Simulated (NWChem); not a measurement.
All runs are NWChem calculations. System: C2HF2, charge -1, spin multiplicity 1, at the geometry of a parent with another charge or spin, in a state set for the comparison that need not be this species' ground state. Level: MP2/def2-SVPD, 4 core orbitals frozen.

The NWChem input:

```
start mol
memory heap 200 mb stack 900 mb global 1100 mb
charge -1
geometry units angstroms nocenter noautoz
  C      0.588024    -1.299440     0.000000
  C      0.066048    -0.096189     0.000000
  F      0.755692     1.018223     0.000000
  F     -1.222798     0.171938     0.000000
  H      0.279529    -2.337679     0.000000
  symmetry group Cs
end
basis spherical
  * library def2-svpd
end
scf
  rhf
  nopen 0
  maxiter 100
  thresh 1e-7
  semidirect memsize 60000000 filesize 0
end
mp2
  freeze core 4
end
task mp2 energy
```

Output (cleaned and shortened):

```
             Northwest Computational Chemistry Package (NWChem) 7.3.0
             --------------------------------------------------------

                                NWChem Input Module
                                -------------------

 Scaling coordinates for geometry "geometry" by  1.889725989
 (inverse scale =  0.529177249)

 Turning off AUTOSYM since
 SYMMETRY directive was detected!

                             Geometry "geometry" -> ""
                             -------------------------

 Output coordinates in angstroms (scale by  1.889725989 to convert to a.u.)

  No.       Tag          Charge          X              Y              Z
 ---- ---------------- ---------- -------------- -------------- --------------
    1 C                    6.0000     0.58802400    -1.29944000     0.00000000
    2 C                    6.0000     0.06604800    -0.09618900     0.00000000
    3 F                    9.0000     0.75569200     1.01822300     0.00000000
    4 F                    9.0000    -1.22279800     0.17193800     0.00000000
    5 H                    1.0000     0.27952900    -2.33767900     0.00000000

 Effective nuclear repulsion energy (a.u.)     109.8740808070

            Nuclear Dipole moment (a.u.)
            ----------------------------
        X                 Y               Z
 ---------------- ---------------- ----------------
     0.0000132281    -0.0000075589     0.0000000000

      Symmetry information
      --------------------

 Group name             Cs
 Group number              2
 Group order               2
 No. of unique centers     5

      Symmetry unique atoms

     1    2    3    4    5


 Summary of "ao basis" -> "" (spherical)
 ------------------------------------------------------------------------------
       Tag                 Description            Shells   Functions and Types
 ---------------- ------------------------------  ------  ---------------------
 *                         def2-svpd                  on all atoms

 Summary of "ao basis" -> "ao basis" (spherical)
 ------------------------------------------------------------------------------
       Tag                 Description            Shells   Functions and Types
 ---------------- ------------------------------  ------  ---------------------
 C                         def2-svpd                 8       20   4s2p2d
 F                         def2-svpd                 9       23   4s3p2d
 H                         def2-svpd                 4        8   2s2p

                                 NWChem SCF Module
                                 -----------------

  ao basis        = "ao basis"
  functions       =    94
  atoms           =     5
  closed shells   =    16
  open shells     =     0
  charge          =  -1.00
  wavefunction    = RHF
  use symmetry    = T
  symmetry adapt  = T

 Summary of "ao basis" -> "ao basis" (spherical)
 ------------------------------------------------------------------------------
       Tag                 Description            Shells   Functions and Types
 ---------------- ------------------------------  ------  ---------------------
 C                         def2-svpd                 8       20   4s2p2d
 F                         def2-svpd                 9       23   4s3p2d
 H                         def2-svpd                 4        8   2s2p

      Symmetry analysis of basis
      --------------------------

        a'         66
        a"         28

 Forming initial guess at       0.0s
[...]
     3      1.070600  1 C  s                 29      1.022071  2 C  py
    20     -0.641635  1 C  d  2              38     -0.582824  2 C  d  0

 Vector   18  Occ=0.000000D+00  E= 2.931370D-01  Symmetry=a'
              MO Center=  4.2D-01, -2.3D+00,  2.2D-17, r^2= 9.2D+00
   Bfn.  Coefficient  Atom+Function         Bfn.  Coefficient  Atom+Function
  ----- ------------  ---------------      ----- ------------  ---------------
     4      8.835170  1 C  s                 88     -8.246696  5 H  s
    24     -6.629910  2 C  s                  3      4.284523  1 C  s
    67      4.073809  4 F  s                 23     -3.093405  2 C  s
    20     -1.995662  1 C  d  2              93     -1.562514  5 H  py
    40     -1.410651  2 C  d  2              74      1.113075  4 F  px

 Vector   19  Occ=0.000000D+00  E= 3.226702D-01  Symmetry=a'
              MO Center= -4.9D-01,  1.2D+00,  4.9D-17, r^2= 1.0D+01
   Bfn.  Coefficient  Atom+Function         Bfn.  Coefficient  Atom+Function
  ----- ------------  ---------------      ----- ------------  ---------------
    44      2.534769  3 F  s                 67     -2.167183  4 F  s
    74     -2.039203  4 F  px                52     -1.756350  3 F  py
    51     -1.320736  3 F  px                28     -0.920158  2 C  px
    23     -0.702112  2 C  s                 88      0.674816  5 H  s
     3     -0.510910  1 C  s                  9      0.450238  1 C  py

 center of mass
 --------------
 x =  -0.02230572 y =   0.10520608 z =   0.00000000

 moments of inertia (a.u.)
 ------------------
         164.070954010469          -2.719790753823           0.000000000000
          -2.719790753823         155.441572759290           0.000000000000
           0.000000000000           0.000000000000         319.512526769759

  Mulliken analysis of the total density
  --------------------------------------

    Atom       Charge   Shell Charges
 -----------   ------   -------------------------------------------------------
    1 C    6     6.33   1.99  0.84  0.41  0.33  1.97  0.75  0.03  0.00
    2 C    6     5.05   1.99  0.86  0.01 -0.24  1.87  0.28  0.15  0.14
    3 F    9     9.72   1.99  1.12  0.84  0.14  3.35  2.07  0.18  0.01  0.02
    4 F    9     9.70   1.99  1.12  0.84  0.11  3.35  2.08  0.18  0.01  0.02
    5 H    1     1.20   0.75  0.30  0.03  0.13

       Multipole analysis of the density wrt the origin
       ------------------------------------------------

     L   x y z        total         open         nuclear
     -   - - -        -----         ----         -------
     0   0 0 0     -1.000000      0.000000     31.000000

     1   1 0 0     -1.152336      0.000000      0.000013
     1   0 1 0      1.158265      0.000000     -0.000008
     1   0 0 1      0.000000      0.000000      0.000000

     2   2 0 0    -24.615932      0.000000     74.191332
     2   1 1 0      2.998329      0.000000     -0.868559
     2   1 0 1      0.000000      0.000000      0.000000
     2   0 2 0    -22.818253      0.000000     90.164338
     2   0 1 1     -0.000000      0.000000      0.000000
     2   0 0 2    -18.534635      0.000000      0.000000

                   NWChem MP2 Semi-direct Energy/Gradient Module
                   ---------------------------------------------

  Basis functions       =     94
  Molecular orbitals    =     94
  Frozen core           =      4
  Frozen virtuals       =      0
  Active alpha occupied =     12
  Active beta occupied  =     12
  Active alpha virtual  =     78
  Active beta virtual   =     78
  Use MO symmetry       = T
  Use skeleton AO sym   = T

  AO/Fock/Back tols     =   1.0D-09  1.0D-09  1.0D-09

 GA uses MA = F    GA memory limited = T

 Available:
  local mem=  1.26D+08
 global mem=  1.44D+08
 local disk=  0.00D+00
  mp2_memr nvloc                    78
  nvloc new                    78
   1 passes of  12:        3145728                      41893                  14205509.
   1 passes of  12: M    126153667           G      144161528           F     123007939.

 Semi-direct pass number   1 of   1  for RHF alpha+beta  at        1.8s
  vrange nnbf                  4459
  mp2_eaftype                    54  avail_ma_in_mb                  1099
 EAF : mp2_eaftype filesize          54    7102755.
  mp2_eaf for mointskh                     54
Node 0 wrote     33.4 Mb in      0.0 s     Agg I/O rate:  2624.1 Mb/s
 Done moints_semi at        3.6s
  mp2_eaftype                    54  avail_ma_in_mb                  1045
 EAF : mp2_eaftype filesize          54    7102755.
  mp2_eaf for kh                    54
 Done maket at        3.8s
 Done multipass loop at        3.8s

          -------------------------------------------
          SCF energy                -274.871791468853
          Correlation energy          -0.665259128958
          Singlet pairs               -0.393521838779
          Triplet pairs               -0.271737290179
          Total MP2 energy          -275.537050597811
          -------------------------------------------

          ---------------------------------------------------
                    Spin Component Scaled (SCS) MP2
          Same spin pairs                     -0.181158193453
          Same spin scaling factor             0.333333333333
          Opposite spin pairs                 -0.484100935505
          Opposite spin scaling fact.          1.200000000000
          SCS-MP2 correlation energy          -0.641307187091
          Total SCS-MP2 energy              -275.513098655944
          ---------------------------------------------------

 -----------------------
 Performance information
 -----------------------

 Timer overhead =  2.01D-07 seconds/call

               Nr. of calls         CPU time (s)                 Wall time (s)                GFlops
             ---------------    -------------------     ------------------------------   -------------------
Name         Min   Avg   Max    Min     Avg     Max     Min     Avg     Max   Mx/calls   Min     Max     Sum
mp2: moin     1     1     1    1.7     1.7     1.7      1.7     1.7     1.7     1.7      0.0     0.0     0.0
mp2: make     1     1     1   0.23    0.23    0.23     0.23    0.23    0.23    0.23      0.0     0.0     0.0
mp2: tota     1     1     1    2.0     2.0     2.0      2.0     2.0     2.0     2.0      0.0     0.0     0.0

 The average no. of pstat calls per process was 3.00D+00
 with a timing overhead of 6.03D-07s

 Task  times  cpu:        3.8s     wall:        3.8s

 Total times  cpu:        3.8s     wall:        3.8s
```
